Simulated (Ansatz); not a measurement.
`F[SiH2][SiH2]S` + `O[SiH3]` → `[SiH3]O[SiH2]S` + `F[SiH3]`  (cleavage of the Si–Si bond)

Calculated with Ansatz (gas phase, PBE0-D4/def2-TZVP geometries, no zero-point term in ΔE). CCSD(T)/CBS adds triple-zeta CCSD(T) − MP2 to the extrapolated MP2 energy (def2 sets, frozen cores). This one scheme is used for every species. Functionals use def2-TZVPP. One conformer a species, not always the lowest.

CCSD(T)/CBS gives -127.0 kJ/mol.

(1) Another level gave -136.8 kJ/mol. Which?
A. BHLYP-D4/def2-TZVPP
B. CAM-B3LYP/def2-TZVPP
C. r2SCAN0-D4/def2-TZVPP
D. BLYP/def2-TZVPP

(2) What do rigid-rotor, harmonic-oscillator terms from PBE0-D4/def2-TZVP frequencies (298.15 K, 1 bar) make of the CCSD(T)/CBS value? (An estimate is asked.)

Largest T1 diagnostic among the species: 0.012.

Results:

(1) A. BHLYP-D4 -136.8, CAM-B3LYP -131.1, BLYP -117.0, r2SCAN0-D4 -123.2 kJ/mol.

(2) Computed: ΔZPE = -2.0 kJ/mol, ΔH = -130.0 kJ/mol, ΔS = -10 J/(mol·K), ΔG = -127.1 kJ/mol. Modes under 50 cm⁻¹ make the entropy rough.

From PBE to PBE0 (25 % exact exchange), in def2-TZVPP and without D4, ΔE moves by −9.2 kJ/mol. Leaving LDA and LC-ωPBE aside and taking each functional with its dispersion term where it has one, the values, not all of them listed here, spread over 37.8 kJ/mol, from BHLYP-D4 to PBE-D4. LDA lies −4.6 kJ/mol from PBE without D4. In def2-TZVPP, CCSD(T) changes the Hartree–Fock value by +21.9 kJ/mol (the triples alone add +2.8 kJ/mol) and MP2 by +14.3 kJ/mol.
